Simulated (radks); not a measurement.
The erbium ion Er6+, 62 electrons, occupied as [Kr] 4d10 4f11 5s2 5p3 (not the ground configuration).

Calculated with a radial shooting solver on a logarithmic mesh with Libxc functionals: scalar-relativistic Kohn-Sham, PBE, spin-polarised, spherical densities, finite nucleus; open shells are filled with parallel spins first (spin-orbit coupling, left out, can overturn this in heavy ions); Fermi nuclear charge, rms radius 5.2516 fm.

Energy parts (eV):
| part | energy |
|---|---|
| total | -355790.56 |
| kinetic | 385682.00 |
| electron-nucleus | -867931.31 |
| Hartree | 133943.25 |
| exchange-correlation | -7484.50 |

Orbitals (lengths in bohr, moments of r in powers of bohr):
orbital  occ.  eigenvalue (eV)      <r>   <1/r>      <r^4>
1s up       1        -57448.28  0.02037   77.54  8.644e-07
1s down     1        -57448.01  0.02037   77.54  8.644e-07
2s up       1        -9722.262  0.08647   18.05  0.0001344
2s down     1        -9722.094  0.08647   18.05  0.0001343
2p up       3        -8610.014  0.07672   16.67  0.0001021
2p down     3        -8609.765  0.07672   16.67  0.0001021
3s up       1        -2244.468   0.2254   6.657   0.005078
3s down     1        -2242.960   0.2253   6.660   0.005070
3p up       3        -1906.001   0.2245   6.219   0.005365
3p down     3        -1904.465   0.2244   6.222   0.005354
3d up       5        -1481.935   0.2038   5.895   0.004211
3d down     5        -1480.717   0.2037   5.898   0.004199
4s up       1        -511.6798   0.5080   2.812     0.1234
4s down     1        -508.4970   0.5080   2.811     0.1233
4p up       3        -400.2912   0.5387   2.573     0.1631
4p down     3        -397.1269   0.5385   2.573     0.1625
4d up       5        -250.9615   0.5823   2.274     0.2513
4d down     5        -247.7084   0.5815   2.276     0.2489
5s up       1        -131.8408    1.184   1.122      3.488
5s down     1        -126.8908    1.186   1.121      3.561
5p up       3        -102.9886    1.333  0.9800      5.730
5p down     0         -98.1895    1.346  0.9722      6.025
4f up       7         -87.2106   0.7310   1.746      1.015
4f down     4         -83.4733   0.7260   1.756     0.9993
5d up       0         -66.3072    1.675  0.7654      14.85
5d down     0         -62.4096    1.720  0.7429      16.66
6s up       0         -55.1269    2.415  0.5429      56.91
6s down     0         -53.1391    2.452  0.5341      60.71
6p up       0         -45.8472    2.715  0.4828      91.51
6p down     0         -44.0864    2.767  0.4750      99.73
5f up       0         -35.5096    2.585  0.5071      85.42

The highest occupied level is 4f down at -83.473 eV. The configuration is held as typed, so some empty levels lie below it. The electron density at the nucleus is 9.198e+05 e/bohr^3 (large components only). Summed over all electrons, <r^2> = 23.95 bohr^2, which gives a Langevin (diamagnetic) susceptibility term of -19 x 10^-6 cm^3/mol.
